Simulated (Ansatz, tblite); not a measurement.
Clusters of 4 atoms, hydroxo: vertical EA (eV) at several levels, gas phase, relaxed structures; Ansatz, xTB through tblite. Clusters are the lowest isomers that short searches found in that spin, judged at the geometry's level. Core potentials for In, La, Y in the def2 sets, no spin–orbit coupling. Raw xTB energies of ions are shifted by several eV. A negative affinity means that the extra electron isn't bound at that geometry and level; within about 0.2 eV of zero the sign isn't settled. A dash marks a value that wasn't run or was left out as unsound. The structures are stationary points that may keep the symmetry of their start. Correlated methods freeze inner cores and use unrestricted references for open shells. Remarks come from the PBE and PBE0 runs and from stability tests at other levels; not every state was tested. A HOMO above zero means that the electron is unbound at that level and held by the basis, or that self-interaction error raises the level; the energy of removing that electron tells which.

| species | state | geometry | GFN1-xTB | PBE-D4/def2-TZVPD | r2SCAN-D4/def2-TZVPD | PBE0-D4/def2-TZVPD | CCSD(T)/def2-TZVPD | remarks |
| --- | --- | --- | --- | --- | --- | --- | --- | --- |
| LaO2H (with an O–O bond) | singlet to doublet | r2SCAN-D4/def2-TZVP | – | 0.88 | 0.86 | 0.93 | 0.87 | HOMO above zero (-1 doublet) |
| YO2H (with an O–O bond) | singlet to doublet | PBE-D4/def2-TZVP | 5.50 | 1.04 | 1.07 | 1.13 | 1.12 | HOMO above zero (-1 doublet) |
| AlO2H | singlet to doublet | PBE-D4/def2-TZVP | 4.99 | 0.97 | 0.92 | 0.91 | 0.75 | HOMO above zero (-1 doublet) |
| BO2H | singlet to doublet | PBE0-D4/def2-TZVP | 0.37 | -0.13 | -0.23 | -0.21 | -0.34 | HOMO above zero (-1 doublet) |

Estimate the rows for GaO2H (singlet to doublet, B3LYP-D4/def2-TZVP geometry); InO2H (with an O–O bond) (singlet to doublet, PBE0-D4/def2-TZVP geometry).


```tsv
species	state	geometry	GFN1-xTB	PBE-D4/def2-TZVPD	r2SCAN-D4/def2-TZVPD	PBE0-D4/def2-TZVPD	CCSD(T)/def2-TZVPD	remarks
GaO2H	singlet to doublet	B3LYP-D4/def2-TZVP	3.81	0.72	0.68	0.66	0.54	HOMO above zero (-1 doublet)
InO2H (with an O–O bond)	singlet to doublet	PBE0-D4/def2-TZVP	1.81	0.00	0.05	0.00	-0.11	HOMO above zero (-1 doublet)
```

Over the 5 species that have every level, the mean is 3.30 at GFN1-xTB, 0.52 at PBE-D4/def2-TZVPD, 0.50 at r2SCAN-D4/def2-TZVPD, 0.50 at PBE0-D4/def2-TZVPD, 0.39 at CCSD(T)/def2-TZVPD. The mean absolute difference from CCSD(T)/def2-TZVPD, which is a yardstick and not exact, is 2.90 for GFN1-xTB, 0.16 for PBE-D4/def2-TZVPD, 0.12 for r2SCAN-D4/def2-TZVPD, 0.11 for PBE0-D4/def2-TZVPD (levels in sets of like size).
